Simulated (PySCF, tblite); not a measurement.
Species: C7H4FS (doublet state).
Cartesian coordinates in Å at the GFN2-xTB level; atoms count from 1:
```xyz
13
C7H4FS angstrom
C      4.5879    0.4273    0.3157
C      3.4521    0.1410    0.0055
C      2.1049    0.0441   -0.1565
C      0.9082   -0.0503   -0.2960
C     -0.5182   -0.1827   -0.4782
F     -0.7936   -0.5994   -1.7706
C     -1.3033    1.0924   -0.1235
S     -2.0334    0.3232    1.3644
C     -1.1998   -1.0909    0.5596
H     -2.0627    1.3266   -0.8676
H     -0.7009    1.9705    0.0980
H     -1.9161   -1.7730    0.1050
H     -0.5296   -1.6284    1.2264
```

Jobs on this species (13 atoms, 71 electrons) with PySCF (density fitting) and tblite. Hardware of each: one thread of an INTEL XEON PLATINUM 8581C at 2.30 GHz, shared host. The host was shared with other jobs, so the times are rough.

```
                                                        level and settings                                                               work  basis functions  SCF cycles  wall time
                                                                  GFN2-xTB                                      Hessian by finite differences                –           –     0.57 s
                                                                  GFN2-xTB                                                  L-BFGS relaxation                –           –     0.65 s
UKS B3LYP, pcH-1 on C F H S, non-relativistic, mean-field spin-orbit, GIAO  unrestricted SCF, g, hyperfine, density and orbital grids written              275           ?          ?
```

Fill in the missing figures.

- UKS B3LYP, pcH-1 on C F H S, non-relativistic, mean-field spin-orbit, GIAO; unrestricted SCF, g, hyperfine, density and orbital grids written: 1.7 min, 35 SCF cycles

What do all jobs in the table cost together?

About 1.7 min; the longest takes about 99 % of that, and about 180 times as long as the shortest.
